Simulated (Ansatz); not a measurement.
`C[CH]1[AlH][SiH2]1` + H₂ → `[CH2]1[AlH][SiH2]1` + CH₄ at 400 K and 1 bar (hydrogenolysis of a C–C bond).

Gas-phase electronic energies from Ansatz, PBE0-D4/def2-TZVP geometries. CCSD(T)/CBS is the MP2 limit (def2-TZVPP, def2-QZVPP) plus CCSD(T) − MP2 in def2-TZVPP, frozen cores. This one scheme is used for every species.

```csv
species,CCSD(T)/CBS energy (Eh),H − E (kJ/mol),S (J/(mol·K))
`C[CH]1[AlH][SiH2]1`,-611.34345,232.7,365.1
H₂,-1.17544,38.0,139.0
`[CH2]1[AlH][SiH2]1`,-572.08710,151.2,330.2
CH₄,-40.46206,131.3,197.2
```

H − E and S are ideal-gas, rigid-rotor, harmonic terms from PBE0-D4/def2-TZVP, for one conformer and one mirror image of each species. The MP2-based limit puts H₂ 0.8 mEh under its directly extrapolated value; such offsets cancel only in part. 1 Eh = 2625.50 kJ/mol, R = 8.31446 J/(mol·K).

Question: By hand: ΔE, ΔH, ΔS and ΔG.

Answer: ΔE = (-572.08710) + (-40.46206) − (-611.34345) − (-1.17544) = -0.03027 Eh = -79.5 kJ/mol. Δ(H − E) = 151.2 + 131.3 − 232.7 − 38.0 = 11.8, so ΔH = -67.7 kJ/mol. ΔS = 330.2 + 197.2 − 365.1 − 139.0 = 23.3 J/(mol·K). ΔG = -67.7 − 400 × (23.3)/1000 = -77.0 kJ/mol.

Question: By hand: the equilibrium constant, and the temperature at which ΔG would vanish if ΔH and ΔS stayed fixed.

Answer: log₁₀ K = −ΔG/(RT ln 10) = 10.1. ΔH and −TΔS have one sign here, so there is no such temperature.

ΔH outweighs TΔS. A doubt of 5 kJ/mol in ΔE shifts log₁₀ K by 0.7 here. Other conformers and mirror images would add mixing entropy, several J/(mol·K) or more a flexible species. These are equilibria of isolated gas molecules and say nothing of rates. Largest T1 diagnostic: 0.013 (customary marks: 0.02 for closed shells, 0.045 for open ones).
